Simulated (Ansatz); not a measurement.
Geometry optimisation of C$_{2}$H$_{8}$S$_{2}$Sn, SMILES `C[S][SnH2][S]C`.

```yaml
crystal:
  periodic: [false, false, false]
  atoms:
    - {symbol: C, position_ang: [-1.723428, 0.430633, 1.360051]}
    - {symbol: S, position_ang: [-0.947680, 1.679692, 0.253536]}
    - {symbol: Sn, position_ang: [1.376672, 0.955179, 0.448640]}
    - {symbol: S, position_ang: [1.333612, -1.417850, -0.128006]}
    - {symbol: C, position_ang: [0.491314, -1.297007, -1.759414]}
    - {symbol: H, position_ang: [-1.341106, -0.585761, 1.140954]}
    - {symbol: H, position_ang: [-1.555691, 0.673870, 2.427503]}
    - {symbol: H, position_ang: [-2.811212, 0.457845, 1.155225]}
    - {symbol: H, position_ang: [1.986163, 1.040059, 2.065081]}
    - {symbol: H, position_ang: [2.269288, 1.913998, -0.680827]}
    - {symbol: H, position_ang: [0.147255, -2.317438, -2.015759]}
    - {symbol: H, position_ang: [1.183567, -0.944027, -2.548670]}
    - {symbol: H, position_ang: [-0.388454, -0.623892, -1.703614]}
basis:
  gaussian: {orbitals: def2-TZVP}
hamiltonian: {xc: pbe0, dispersion: d4}
relax: {f_tol: 0.005, max_steps: 150}
```

```sh
$ ansatz run in.yaml --threads 4 --pin off --events-out ev --progress --plain --max-ram 11315MiB
```

Shortened log:

```
Functional definition: PBE0
mean field -29699.15714654 eV, -1091.4238943237 hartree, gradient 3.7e-5 eV, S^2 0.000000; 0 other end points of the search recorded, 0 dependent functions left out
relax step   1: F+E_penalty+E_count = -29699.47739369 eV  Δ(F+E_penalty+E_count) = +0.000e0 eV  max|allowed force component| = 5.746e-1 eV/Å  Δτ_max = 0.0000 Å  (28 SCF iters, accepted)
mean field -29699.21521523 eV, -1091.4260283087 hartree, gradient 2.0e-5 eV, S^2 0.000000; 0 other end points of the search recorded, 0 dependent functions left out
relax step   2: F+E_penalty+E_count = -29699.54097137 eV  Δ(F+E_penalty+E_count) = -6.358e-2 eV  max|allowed force component| = 3.744e-1 eV/Å  Δτ_max = 0.0847 Å  (30 SCF iters, accepted)
mean field -29699.23292561 eV, -1091.4266791530 hartree, gradient 1.6e-5 eV, S^2 0.000000; 0 other end points of the search recorded, 0 dependent functions left out
relax step   3: F+E_penalty+E_count = -29699.55656737 eV  Δ(F+E_penalty+E_count) = -1.560e-2 eV  max|allowed force component| = 8.339e-2 eV/Å  Δτ_max = 0.0609 Å  (29 SCF iters, accepted)
mean field -29699.23379897 eV, -1091.4267112486 hartree, gradient 1.5e-5 eV, S^2 0.000000; 0 other end points of the search recorded, 0 dependent functions left out
relax step   4: F+E_penalty+E_count = -29699.55723628 eV  Δ(F+E_penalty+E_count) = -6.689e-4 eV  max|allowed force component| = 4.693e-2 eV/Å  Δτ_max = 0.0331 Å  (30 SCF iters, accepted)
mean field -29699.23539460 eV, -1091.4267698869 hartree, gradient 1.5e-5 eV, S^2 0.000000; 0 other end points of the search recorded, 0 dependent functions left out
relax step   5: F+E_penalty+E_count = -29699.55809354 eV  Δ(F+E_penalty+E_count) = -8.573e-4 eV  max|allowed force component| = 1.104e-2 eV/Å  Δτ_max = 0.0141 Å  (31 SCF iters, accepted)
mean field -29699.23581251 eV, -1091.4267852448 hartree, gradient 1.5e-5 eV, S^2 0.000000; 0 other end points of the search recorded, 0 dependent functions left out
relax step   6: F+E_penalty+E_count = -29699.55821528 eV  Δ(F+E_penalty+E_count) = -1.217e-4 eV  max|allowed force component| = 6.153e-3 eV/Å  Δτ_max = 0.0130 Å  (31 SCF iters, accepted)
mean field -29699.23659635 eV, -1091.4268140502 hartree, gradient 1.5e-5 eV, S^2 0.000000; 0 other end points of the search recorded, 0 dependent functions left out
relax step   7: F+E_penalty+E_count = -29699.55834995 eV  Δ(F+E_penalty+E_count) = -1.347e-4 eV  max|allowed force component| = 7.392e-3 eV/Å  Δτ_max = 0.0236 Å  (31 SCF iters, accepted)
mean field -29699.23735017 eV, -1091.4268417526 hartree, gradient 1.5e-5 eV, S^2 0.000000; 0 other end points of the search recorded, 0 dependent functions left out
relax step   8: F+E_penalty+E_count = -29699.55844685 eV  Δ(F+E_penalty+E_count) = -9.689e-5 eV  max|allowed force component| = 8.745e-3 eV/Å  Δτ_max = 0.0314 Å  (31 SCF iters, accepted)
mean field -29699.23750027 eV, -1091.4268472687 hartree, gradient 1.5e-5 eV, S^2 0.000000; 0 other end points of the search recorded, 0 dependent functions left out
relax step   9: F+E_penalty+E_count = -29699.55846669 eV  Δ(F+E_penalty+E_count) = -1.984e-5 eV  max|allowed force component| = 5.215e-3 eV/Å  Δτ_max = 0.0078 Å  (31 SCF iters, accepted)
mean field -29699.23737298 eV, -1091.4268425907 hartree, gradient 1.5e-5 eV, S^2 0.000000; 0 other end points of the search recorded, 0 dependent functions left out
relax step  10: F+E_penalty+E_count = -29699.55847743 eV  Δ(F+E_penalty+E_count) = -1.074e-5 eV  max|allowed force component| = 3.804e-3 eV/Å  Δτ_max = 0.0030 Å  (31 SCF iters, accepted)
mean field -29699.23737298 eV, -1091.4268425907 hartree, gradient 1.5e-5 eV, S^2 0.000000; 1 other end points of the search recorded, 0 dependent functions left out
Total energy: -29699.55851575 eV, -1091.4386443702 hartree
Atom 0 at    -1.735154     0.478586     1.409147 Å, force    -0.002252    -0.003353     0.003382 eV/Å
Atom 1 at    -0.956934     1.656530     0.264968 Å, force     0.000828     0.002063    -0.002986 eV/Å
Atom 2 at     1.311855     0.909202     0.426460 Å, force    -0.000220    -0.000629     0.000693 eV/Å
Atom 3 at     1.313209    -1.415301    -0.146937 Å, force     0.000635     0.000246     0.001912 eV/Å
Atom 4 at     0.549645    -1.311017    -1.792739 Å, force    -0.001688    -0.000404    -0.003804 eV/Å
Atom 5 at    -1.468797    -0.548244     1.157204 Å, force     0.000275     0.000582    -0.000627 eV/Å
Atom 6 at    -1.459286     0.689448     2.442343 Å, force     0.000307     0.000557    -0.000715 eV/Å
Atom 7 at    -2.812557     0.602428     1.299823 Å, force     0.001534     0.000134    -0.000069 eV/Å
Atom 8 at     1.900773     1.001408     2.024809 Å, force    -0.000109     0.000080    -0.000115 eV/Å
Atom 9 at     2.197441     1.842487    -0.693687 Å, force    -0.000180    -0.000308    -0.000085 eV/Å
Atom 10 at     0.335255    -2.333759    -2.102770 Å, force     0.000239     0.001415     0.000345 eV/Å
Atom 11 at     1.228229    -0.858545    -2.515831 Å, force     0.000098    -0.000159     0.001100 eV/Å
Atom 12 at    -0.383379    -0.747922    -1.758089 Å, force     0.000534    -0.000224     0.000969 eV/Å
Dipole moment:    -0.059845    -0.041874    -0.019799 e Å
```

It took 83 s on 4 threads of an Arm Neoverse V2 on a shared host, with 0.82 GiB of host memory at the peak.
